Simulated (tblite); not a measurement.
C₄H₃BBrCl.
Numbering: `[CH2:1]=[CH:2][C:3]#[C:4][B:5]([Cl:6])[Br:7]` (hydrogens: H8, H9 on C1; H10 on C2)

Computed with GFN2-xTB (tblite), gas phase: L-BFGS steps from a force-field or distance-geometry start until the largest atomic force falls under 0.01 eV/Å.

Step 8: E = -542.4818 eV
```
atom  x, y, z in Å  |  force x, y, z in eV/Å
C1     -2.3085    0.3241   -0.1382    0.011   0.004   0.004
C2     -1.3993   -0.6405   -0.0071   -0.128   0.033  -0.004
C3     -0.0210   -0.3819    0.0422    0.009   0.043   0.009
C4      1.1653   -0.1248    0.0850   -0.021  -0.019  -0.018
B5      2.6274    0.1774    0.1065    0.131  -0.045  -0.010
Cl6     3.7948   -1.1000    0.1647   -0.054   0.000   0.009
Br7     3.2451    1.9638    0.0466   -0.065   0.018   0.006
H8     -2.0268    1.3599   -0.2122    0.024   0.044  -0.004
H9     -3.3609    0.1014   -0.1753   -0.002  -0.006  -0.001
H10    -1.7072   -1.6749    0.0652    0.094  -0.072   0.009
```

Step 9: E = -542.4830 eV
```
atom  x, y, z in Å  |  force x, y, z in eV/Å
C1     -2.3077    0.3259   -0.1380   -0.032   0.017  -0.002
C2     -1.4014   -0.6397   -0.0068   -0.025   0.001   0.004
C3     -0.0230   -0.3807    0.0426   -0.034   0.039   0.004
C4      1.1630   -0.1264    0.0846    0.095   0.008  -0.020
B5      2.6267    0.1758    0.1045    0.080  -0.039   0.002
Cl6     3.7934   -1.1004    0.1655   -0.044  -0.008   0.006
Br7     3.2421    1.9635    0.0474   -0.064   0.012   0.003
H8     -2.0266    1.3624   -0.2126    0.027   0.019   0.001
H9     -3.3588    0.1015   -0.1753   -0.041   0.004  -0.003
H10    -1.6988   -1.6772    0.0656    0.038  -0.052   0.007
```

Step 10: E = -542.4836 eV
```
atom  x, y, z in Å  |  force x, y, z in eV/Å
C1     -2.3079    0.3272   -0.1380   -0.038   0.006  -0.003
C2     -1.4030   -0.6393   -0.0066    0.040  -0.008   0.008
C3     -0.0240   -0.3792    0.0429   -0.022   0.040   0.001
C4      1.1627   -0.1273    0.0839    0.098   0.009  -0.021
B5      2.6279    0.1742    0.1035    0.020  -0.022   0.006
Cl6     3.7920   -1.1010    0.1661   -0.020  -0.025   0.005
Br7     3.2394    1.9638    0.0478   -0.058   0.008   0.001
H8     -2.0259    1.3640   -0.2128    0.020  -0.004   0.004
H9     -3.3586    0.1016   -0.1753   -0.053   0.014  -0.005
H10    -1.6937   -1.6794    0.0659    0.012  -0.018   0.004
```

**Question.** Estimate the geometry and energy of step 11. (The exact step hangs on the optimiser's Hessian estimate; all steps are aligned on step 10, rigid shifts and turns removed.)

**Answer.** E = -542.4840 eV, largest force 0.063 eV/Å
```
atom  x, y, z in Å  |  force x, y, z in eV/Å
C1     -2.3087    0.3280   -0.1379   -0.024  -0.013  -0.001
C2     -1.4037   -0.6391   -0.0064    0.062  -0.002   0.008
C3     -0.0242   -0.3772    0.0432    0.007   0.040  -0.001
C4      1.1636   -0.1279    0.0830    0.050  -0.001  -0.020
B5      2.6294    0.1728    0.1031   -0.021  -0.003   0.006
Cl6     3.7908   -1.1020    0.1666    0.005  -0.038   0.005
Br7     3.2365    1.9644    0.0480   -0.048   0.004   0.001
H8     -2.0251    1.3650   -0.2128    0.008  -0.027   0.006
H9     -3.3596    0.1019   -0.1755   -0.043   0.022  -0.006
H10    -1.6903   -1.6812    0.0661    0.003   0.019   0.001
```

The energy changes by -0.0004 eV. The first-order estimate −F·Δx gives -0.0006 eV and the mean of the old and new forces, exact on a quadratic surface, -0.0004 eV. The step makes an angle of 52° with the force vector and moves no atom by more than 0.004 Å.

What follows is the cost of the whole relaxation. Time: 0.27 s. Hardware: one thread of an Arm Neoverse N1, shared host with 64 logical CPUs at a one-minute load of 55.
